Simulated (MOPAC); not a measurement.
MOPAC input (AM1):

```
AM1 FORCE THERMO(298,298) PRECISE LET CHARGE=-1 GEO-OK AUX(PRECISION=9) THREADS=1
HO3Si

Si    0.20048907 1    0.05981630 1    0.00090443 1
O    -0.19037863 1    1.62420795 1   -0.02062782 1
O     1.49059190 1   -0.90350517 1    0.02257850 1
O    -1.35985834 1   -0.79920765 1   -0.00150503 1
H    -2.07956282 1   -0.18290531 1   -0.01452423 1
```

Output:

```
 *******************************************************************************
 **                                                                           **
 **                              MOPAC v23.2.5                                **
 **                                                                           **
 *******************************************************************************
 ** MOPAC's Digital Object Identifier: https://doi.org/10.5281/zenodo.6511958 **
 **                                                                           **
 ** Please cite the open-source release paper for use of this MOPAC version:  **
 ** J. E. Moussa and J. J. P. Stewart (2026)                                  **
 ** MOPAC: An open-source semiempirical molecular orbital program             **
 ** J. Open Source Softw., 11(119), 8025, https://doi.org/10.21105/joss.08025 **
 *******************************************************************************

                              AM1 CALCULATION RESULTS

 *******************************************************************************
 *  AM1        - The AM1 Hamiltonian to be used
 *  GEO-OK     - OVERRIDE INTERATOMIC DISTANCE AND OTHER SAFETY CHECKS
 *
 *
 *
 *                 CHARGE ON SYSTEM = -1
 *
 *
 *
 *  LET        - OVERRIDE SOME SAFETY CHECKS
 *  PRECISE    - TIGHTER CRITERIA TO BE USED
 *  FORCE      - FORCE CALCULATION SPECIFIED
 *  AUX        - OUTPUT AUXILIARY INFORMATION
 *  THERMO     - THERMODYNAMIC QUANTITIES TO BE CALCULATED
 *******************************************************************************
AM1 FORCE THERMO(298,298) PRECISE LET CHARGE=-1 GEO-OK AUX(PRECISION=9) THREADS=1
 HO3Si

   ATOM   CHEMICAL          X               Y               Z
  NUMBER   SYMBOL      (ANGSTROMS)     (ANGSTROMS)     (ANGSTROMS)

     1      Si          0.20048907  *   0.05981630  *   0.00090443  *
     2       O         -0.19037863  *   1.62420795  *  -0.02062782  *
     3       O          1.49059190  *  -0.90350517  *   0.02257850  *
     4       O         -1.35985834  *  -0.79920765  *  -0.00150503  *
     5       H         -2.07956282  *  -0.18290531  *  -0.01452423  *

          CARTESIAN COORDINATES

    NO.       ATOM           X           Y           Z

     1        Si          0.2005      0.0598      0.0009
     2         O         -0.1904      1.6242     -0.0206
     3         O          1.4906     -0.9035      0.0226
     4         O         -1.3599     -0.7992     -0.0015
     5         H         -2.0796     -0.1829     -0.0145

  H: (AM1): M.J.S. DEWAR ET AL, J. AM. CHEM. SOC. 107 3902-3909 (1985)
  O: (AM1): M.J.S. DEWAR ET AL, J. AM. CHEM. SOC. 107 3902-3909 (1985)
 Si: (AM1): M.J.S.DEWAR, C. JIE, ORGANOMETALLICS, 6, 1486-1490 (1987).

           Empirical Formula: H O3 Si  =     5 atoms

      MOLECULAR POINT GROUP   :   Cs
[...]
 TRANSITION DIPOLE   1.1659         Si1 -- O 4          +5.3% ( 22.6%)      0.0%
 TRAVEL (Ang.)       0.4241         Si1 -- O 2          +3.6% ( 18.7%)      0.0%
 REDUCED MASS        0.9408         Si1 -- O 3          +2.4% ( 15.1%)      0.0%
 EFFECTIVE MASS      3.4133
 FORCE CONSTANT      0.0881

 VIBRATION          5    3A'         ATOM PAIR     ENERGY CONTRIBUTION    RADIAL
 FREQUENCY           770.28         Si1 -- O 4         +56.1% ( 97.6%)     99.9%
 TRANSITION DIPOLE   2.9846         O 4 -- H 5         +23.9% ( 63.8%)      8.6%
 TRAVEL (Ang.)       0.1128         Si1 -- O 3         +10.7% ( 42.7%)     17.3%
 REDUCED MASS        6.8815         Si1 -- O 2          +9.2% ( 39.6%)     10.8%
 EFFECTIVE MASS     18.9437
 FORCE CONSTANT      2.4056

 VIBRATION          6    4A'         ATOM PAIR     ENERGY CONTRIBUTION    RADIAL
 FREQUENCY           974.56         Si1 -- O 2         +44.2% ( 72.8%)     74.2%
 TRANSITION DIPOLE   4.1159         Si1 -- O 3         +39.2% ( 68.6%)     70.7%
 TRAVEL (Ang.)       0.1100         Si1 -- O 4         +14.9% ( 42.2%)     99.6%
 REDUCED MASS        5.7190         O 4 -- H 5          +1.7% ( 14.4%)     11.1%
 EFFECTIVE MASS     18.6200
 FORCE CONSTANT      3.2003

 VIBRATION          7    5A'         ATOM PAIR     ENERGY CONTRIBUTION    RADIAL
 FREQUENCY           996.76         O 4 -- H 5         +92.1% ( 98.1%)      2.1%
 TRANSITION DIPOLE   0.4786         Si1 -- O 4          +3.4% ( 18.7%)     20.5%
 TRAVEL (Ang.)       0.2756         Si1 -- O 3          +2.6% ( 16.4%)     93.8%
 REDUCED MASS        0.8909         Si1 -- O 2          +2.0% ( 14.5%)     92.3%
 EFFECTIVE MASS      2.4880
 FORCE CONSTANT      0.5215

 VIBRATION          8    6A'         ATOM PAIR     ENERGY CONTRIBUTION    RADIAL
 FREQUENCY          1257.84         Si1 -- O 3         +41.3% ( 79.0%)     96.7%
 TRANSITION DIPOLE   4.8855         Si1 -- O 2         +40.0% ( 77.8%)     94.4%
 TRAVEL (Ang.)       0.0770         Si1 -- O 4         +17.6% ( 51.6%)      1.5%
 REDUCED MASS        9.0401         O 4 -- H 5          +1.1% ( 13.1%)      5.7%
 EFFECTIVE MASS     21.2086
 FORCE CONSTANT      8.4271

 VIBRATION          9    7A'         ATOM PAIR     ENERGY CONTRIBUTION    RADIAL
 FREQUENCY          3627.92         O 4 -- H 5         +99.6% (100.0%)     99.9%
 TRANSITION DIPOLE   0.4109         Si1 -- O 4          +0.4% (  6.0%)     13.6%
 TRAVEL (Ang.)       0.1400
 REDUCED MASS        0.9482
 EFFECTIVE MASS      1.3823
 FORCE CONSTANT      7.3533

      SYMMETRY NUMBER FOR POINT-GROUP Cs  =  1

          SYSTEM IS A GROUND STATE

 HO3Si

          MOLECULE IS NOT LINEAR

          THERE ARE  9 GENUINE VIBRATIONS IN THIS SYSTEM
          THIS THERMODYNAMICS CALCULATION IS LIMITED TO
          MOLECULES WHICH HAVE NO INTERNAL ROTATIONS

                    CALCULATED THERMODYNAMIC PROPERTIES
                                          *
   TEMP. (K)   PARTITION FUNCTION   H.O.F.    ENTHALPY  HEAT CAPACITY ENTROPY
                                   KCAL/MOL   CAL/MOLE    CAL/K/MOL  CAL/K/MOL

 298.00  VIB.     0.3798D+01                  1244.2426     8.4481     6.8271
         ROT.     0.6052D+05                   888.2803     2.9808    24.8615
         INT.     0.2299D+06                  2132.5229    11.4289    31.6886
         TRA.     0.6544D+27                  1480.4672     4.9680    38.9402
         TOT.                     -192.456    3612.9900    16.3969    70.6288

   *: NOTE: HEATS OF FORMATION ARE RELATIVE TO THE
            ELEMENTS IN THEIR STANDARD STATE AT 298K
              (=  Standard Enthalpy of Formation).

            Hvib:  Zero-point energy is not included.
                   frequencies of less than zero cm-1 are not included.
            Hrot = (3/2)RT
            Htra = (3/2)RT + pV = (5/2)RT

            Heat capacity is Cp, not Cv

          For more information, see: HTTP://OpenMOPAC.net/Manual/thermochemistry.html

           FORCE CONSTANT IN CARTESIAN COORDINATES (Millidynes/A)

    ATOM   CHEMICAL       X               Y               Z
   NUMBER   SYMBOL  FORCE CONSTANT  FORCE CONSTANT  FORCE CONSTANT

      1      Si       12.322655        7.095026        0.838856
      2       O        7.406428        0.255113        0.128798
      3       O        4.582118        3.120896        0.127029
      4       O        5.590062        6.116576        0.171253
      5       H        4.822536        3.099722        0.080837

 **********************
 *                    *
 * JOB ENDED NORMALLY *
 *                    *
 **********************

 == MOPAC DONE ==
```

The dipole moment of an ion depends on the origin.
